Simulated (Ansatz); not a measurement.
# C3H7F3N2Si: where a starting geometry ends

The starting geometry of this gas-phase singlet was optimised with GFN2-xTB; its bonds are those of `FC(F)(F)[SiH]1NCCN1`.

```xyz
16

C    -0.6284   -1.7804   -1.2710
C     1.2464    1.1725    0.8577
C    -0.1168    1.8475    0.6893
F    -0.2990   -3.0590   -0.9808
F     0.1957   -1.4057   -2.2672
F    -1.8643   -1.8423   -1.8114
N     0.9967   -0.2563    0.8987
N    -0.9213    0.9404   -0.1077
Si   -0.5513   -0.6726    0.3198
H    -1.3321   -1.3996    1.3239
H     1.8163   -0.8340    0.9553
H     1.8989    1.4289    0.0155
H     1.7272    1.4999    1.7839
H    -0.0187    2.8094    0.1819
H    -0.5698    2.0150    1.6740
H    -1.8370    1.2902   -0.3348
```

**Question.** Where would you expect an optimisation with r2SCAN-D4/def2-SVP to take it?

**Answer.** It keeps its bonds, and is `FC(F)(F)[SiH]1NCCN1`.

The energy falls by 0.16 eV over 11 steps:

```
step  E − E(last) (eV)
   1             0.160
   2             0.052
   3             0.024
   4             0.010
   5             0.008
   7             0.002
   8             0.001
   9             0.000
  10             0.000
  11             0.000
```

Final geometry (Å):

| atom | x (Å) | y (Å) | z (Å) |
| --- | --- | --- | --- |
| C | -0.5004 | -1.6900 | -1.2550 |
| C | 1.2248 | 1.0783 | 0.7193 |
| C | -0.0956 | 1.8556 | 0.6608 |
| F | -0.0279 | -2.9442 | -1.0287 |
| F | 0.3558 | -1.1054 | -2.1216 |
| F | -1.6824 | -1.8299 | -1.9021 |
| N | 0.8684 | -0.2958 | 1.0872 |
| N | -1.0773 | 0.9448 | 0.0675 |
| Si | -0.6612 | -0.6969 | 0.3928 |
| H | -1.5651 | -1.5350 | 1.2340 |
| H | 1.6461 | -0.9385 | 1.1920 |
| H | 1.7278 | 1.1315 | -0.2683 |
| H | 1.9010 | 1.5286 | 1.4665 |
| H | 0.0278 | 2.7671 | 0.0504 |
| H | -0.3852 | 2.1725 | 1.6843 |
| H | -2.0141 | 1.3114 | -0.0520 |

The end wasn't checked by frequencies. Run with Ansatz 0.2.0, 38 s on 4 threads of Arm Neoverse V1 (shared host).
